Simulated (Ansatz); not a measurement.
Reaction (redistribution): `C=C[SiH2]N[SiH2]O` + `CO[SiH2]Cl` → `C=C[SiH2]Cl` + `CO[SiH2]N[SiH2]O`

Program: Ansatz. Geometries: PBE0-D4/def2-TZVP. ΔE: electronic, gas phase. CCSD(T)/CBS adds triple-zeta CCSD(T) − MP2 to the extrapolated MP2 energy (def2 sets, frozen cores). Functionals use def2-TZVPP. One conformer a species, not always the lowest.

```tsv
species	PBE-D4 energy (Eh)
`C=C[SiH2]N[SiH2]O`	-790.22392
`CO[SiH2]Cl`	-865.70966
`C=C[SiH2]Cl`	-828.54552
`CO[SiH2]N[SiH2]O`	-827.38779
```

Q: Work out ΔE.

A: ΔE = (-828.54552) + (-827.38779) − (-790.22392) − (-865.70966) = 0.00027 Eh = +0.2 kcal/mol. CCSD(T)/CBS gives -0.2 kcal/mol.

Largest T1 diagnostic among the species: 0.012.
